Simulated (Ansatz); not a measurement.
Problem. Name a neutral molecule of Al, C, F, Si and H with LUMO energy (PBE/def2-TZVPP) between -3.05 and -2.75 eV and HOMO energy (PBE/def2-TZVPP) between -5.55 and -5.25 eV (Ansatz, PBE0-D4/def2-TZVP geometry).

Solution. `F[Si]1(F)[CH2][AlH]1` (-2.95 eV, -5.50 eV); `F[SiH]1[CH2][AlH]1` (-2.77 eV, -5.33 eV); `F[Si]1([SiH3])[CH2][AlH]1` (-2.82 eV, -5.27 eV). Other molecules can fit too; these were computed, each in one conformer that needn't be the lowest.
